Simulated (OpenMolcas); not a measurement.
# Levels of W IV by method

| Property | Result |
| --- | --- |
| Program | OpenMolcas |
| Basis | ANO-RCC-VQZP [9s8p6d4f3g2h] |
| Scalar Hamiltonian | DKH2, point nucleus |
| Active space | 3 electrons in 5 orbitals (5d) |
| State averaging | 2S+1 = 4 even, 10 roots; 2S+1 = 2 even, 40 roots |
| Spin-orbit coupling | RASSI with atomic mean-field integrals over the reference wave functions, term energies averaged over their components |

Methods on the same reference wave functions:
A. CASSCF
B. SS-CASPT2, IPEA 0.25 Eh, imaginary shift 0.1 Eh (closed shells correlated: 5s 5p)
C. MS-CASPT2, IPEA 0.25 Eh, imaginary shift 0.1 Eh (closed shells correlated: 5s 5p)

Energies in cm⁻¹ above 5d³ ⁴F_3/2, the measured ground level; measured values from the list in J. Phys. B 45, 035001 (2012).

| Level | A | B | C | Measured |
| --- | --- | --- | --- | --- |
| 5d³ ⁴F_3/2 | 0.0 | 0.0 | 0.0 | 0.0 |
| 5d³ ⁴F_5/2 | 3394 | 3680 | 3720 | 3537 |
| 5d³ ⁴F_7/2 | 6773 | 6970 | 7020 | 6745 |
| 5d³ ⁴F_9/2 [71 %] | 9712 | 9480 | 9550 | 9256 |
| 5d³ ⁴P_1/2 [57 %] | 14815 | 12820 | 12260 | 11773 |
| 5d³ ²G_7/2 | 17926 | 15720 | 15760 | 15261 |
| 5d³ ²H_9/2 [53 %] | 18513 | 16520 | 16810 |  |
| 5d³ ⁴P_5/2 | 19505 | 17990 | 17990 | 17190 |
| 5d³ ²P_1/2 [57 %] | 23603 | 20340 | 19390 | 18365 |
| 5d³ ²H_11/2 | 25118 | 22530 | 23010 | 22223 |
| 5d³ ²G_9/2 [52 %] | 27064 | 24770 | 24990 |  |
| 5d³ ²D_5/2(1) | 27597 | 24140 | 24330 | 22766 |
| 5d³ ²F_7/2 | 34922 | 30030 | 30080 | 28412 |
| 5d³ ²F_5/2 | 35051 | 29970 | 30040 | 27938 |
| 5d³ ²D_5/2(2) | 52487 | 45850 | 45770 | 43287 |
| 5d³ ²D_3/2(2) | 52753 | 45880 | 46070 |  |

Deviations, from unrounded energies. A percentage is the sum of absolute deviations over the sum of measured energies, with the sign that they share, or ± where signs differ.

```
                        Against measurement  Levels      A     B     C
             mean absolute deviation (cm-1)      12   3700  1100  1000
      fine structure of the ground term (%)       3   ±3.2  +3.0  +3.8
other terms of the ground configuration (%)       9  +21.1  +5.9  +5.5
```

B, C lie about equally close to measurement and A furthest from it. The largest miss of C in the table is 5d³ ²D_5/2(2), by +2500 cm-1. The ranking rests on the paired levels alone, and a cruder setting can come out closer through cancelling errors.

Between B and C the level of the table that moves most is 5d³ ²P_1/2 [57 %], by 950 cm-1 (lowest in C, highest in B). Moves below CASPT2's spread within the term are not significant.

The mean deviations of B to C differ by less than CASPT2's widest spread within a term (1900 cm-1), so their order carries little weight.

From A to B the spin-free energies of the other terms of 5d³ shown, above ⁴F, scale by factors of 0.73 to 0.85, as is usual when dynamic correlation screens the repulsion within a d or f shell.

The lowest spin-free term lies below A's lowest term by 0.271 hartree in B, 0.271 hartree in C.

CASPT2 does not keep the components of a term degenerate, so their means are used; among the terms shown or strongly mixed into the levels shown the widest spread is 1900 cm-1 (5d³ ²P, B). The CASPT2 spread within a term exceeds the gap to the next term for 5d³ ²G and 5d³ ⁴P, 5d³ ²P and 5d³ ²H, 5d³ ²H and 5d³ ²D(1), so the order of their levels is uncertain (figures for B; the like holds for C). Without dynamic correlation excited terms often stand tens of per cent too high (terms of higher spin than the ground term too low), and those without a measured partner can miss by more than the paired ones (holds for A). Some levels mix across a computed gap that differs much from the measured one, so their mixing is not that of the real levels (holds for A). Computed and measured levels are paired by configuration, term and J; levels that our copy of the source lacks, or whose pairing is in doubt (as where it misses far off the trend of its configuration), stay unpaired and out of the deviations. Only configurations of the active space appear. Levels that lie high or do not pair safely by name in every column are left out.

A share in square brackets marks a mixed level and gives the weight of the term that names it, the lowest over the columns. A number in round brackets counts repeated terms of one configuration in the order of the reference energies.
